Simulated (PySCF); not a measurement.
**Static response to an electric field**

C₆H₇GaN₂.
Cartesian coordinates in Å at the PBE0-D3(BJ)/def2-SVP level; atoms count from 1:
```xyz
16
C6H7GaN2 angstrom
N     -4.465    0.001    0.528
C     -3.315    0.005    0.392
C     -1.892    0.009    0.225
C     -1.047    0.174    1.329
C      0.325    0.173    1.116
N      0.856    0.019   -0.099
Ga     2.982   -0.045   -0.341
C      0.058   -0.135   -1.158
C     -1.326   -0.148   -1.046
H     -1.453    0.303    2.333
H      1.032    0.305    1.939
H      3.041    0.522   -1.818
H      3.207   -1.599   -0.147
H      3.360    0.903    0.869
H      0.555   -0.246   -2.125
H     -1.953   -0.276   -1.929
```

Level: B3LYP/def2-SVPD (PySCF), static field, nuclei fixed, core orbitals frozen in the response. The polarisability tensor in these axes (au):

```
x   169.38  -0.83  -6.78
y    -0.83  78.39   4.46
z    -6.78   4.46 110.66
```

Q: Diagonalise the tensor; give its mean and Δα, where Δα² is half the sum of the squared differences of the eigenvalues.

A: Principal values 77.78, 110.47 and 170.17 au; mean 119.48 au = 17.70 Å³ = 19.70 × 10⁻⁴⁰ C²·m²/J; Δα = 81.14 au (68 % of the mean).

Q: What is the dipole moment, and where does it point?

A: (-2.23, 0.14, 0.25) D, 2.25 D in size, pointing from the negative to the positive side. Measured along this direction, the outermost atoms are H13, H14 and H12 at the negative end and N1 at the positive end.

Q: Traceless (Buckingham) quadrupole moment about the centre of nuclear charge: eigenvalues?

A: -32.66, 8.07, 24.59 D·Å. The values depend on the origin, since the dipole doesn't vanish. The electronic extent ⟨r²⟩ about the same centre is 2373 bohr², a root-mean-square distance of 2.75 Å for the 88 electrons.

Q: Find the Langevin capture rate constant for NH4+ (18.034 u) meeting this molecule (175.986 u), k = 2.342 × 10⁻⁹ cm³/s × √(α in Å³ / reduced mass in u).

A: The reduced mass is 16.36 u, so k = 2.44 × 10⁻⁹ cm³/s. The formula leaves out the permanent dipole, which adds to the capture rate.

Q: What molar refraction does this α imply?

A: Lorentz–Lorenz: R = (4π/3)N_A α = 2.5225 cm³/(mol·Å³) × 17.70 Å³ = 44.7 cm³/mol, in the limit of long wavelengths.

Q: Directions of the eigenvectors, and the extent of the frame along each?

A: Largest value along (0.99, -0.01, -0.11), where the nuclei span 7.72 Å; middle along (0.12, 0.13, 0.98), 4.33 Å; least along (0.00, 0.99, -0.13), 2.34 Å. The response follows the extents in order.

Isolated species at its PBE0-D3(BJ)/def2-SVP geometry, gas phase. The calculation is non-relativistic, for gallium too.
